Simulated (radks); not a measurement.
The numbers below are computed, except where a source is named.
The rhodium ion Rh+ inside a hard spherical wall (all orbitals vanish at R), configuration held at [Kr] 4d8 and not refilled when levels cross. Level of theory: scalar-relativistic Kohn-Sham, LDA (Slater exchange, Perdew-Wang correlation), spin-polarised, spherical densities, finite nucleus; open shells are filled with parallel spins first (spin-orbit coupling, left out, can overturn this in heavy ions); Fermi nuclear charge, rms radius 4.4945 fm (a radial shooting solver on a logarithmic mesh with Libxc functionals). Eigenvalues in eV for spin up, with the zero of energy where the potential of the charges vanishes at infinity; a dash marks a level that is unbound or too diffuse for the functional's potential to be trusted. A positive occupied level is held by the wall or, in an anion where self-interaction has pushed it up, behind a barrier. The pressure on the wall is -dE/dV.

R (bohr)  E (hartree)  kinetic (hartree)    e(3d)    e(4s)    e(4p)    e(4d)  e(5s, empty)  e(5p, empty)  pressure (GPa)
free      -4779.15273           4947.985  -308.72  -90.844  -58.879  -14.380       -11.354        -6.473               0
20        -4779.15273           4947.985  -308.72  -90.844  -58.879  -14.380       -11.354        -6.473        < 0.0001
15        -4779.15273           4947.985  -308.72  -90.844  -58.879  -14.380       -11.354        -6.473        < 0.0001
12        -4779.15273           4947.985  -308.72  -90.844  -58.879  -14.380       -11.354        -6.471        < 0.0001
10        -4779.15272           4947.985  -308.72  -90.844  -58.879  -14.380       -11.353        -6.457        < 0.0001
8         -4779.15264           4947.986  -308.71  -90.837  -58.872  -14.373       -11.336        -6.341         0.00545
7         -4779.15222           4947.991  -308.68  -90.808  -58.843  -14.348       -11.272        -6.103          0.0435
4         -4779.04346           4948.658  -305.77  -88.249  -56.392  -11.996        -6.159         2.262            29.1
3         -4778.42198           4951.635  -297.36  -81.557  -49.999   -5.023        10.228        23.594             385
2.5       -4777.02488           4957.850  -285.38  -72.848  -41.369    5.320        36.446        54.778            1810
1.5       -4748.71281           5060.093  -183.93   10.177   48.979   112.36        318.72        353.64           98700
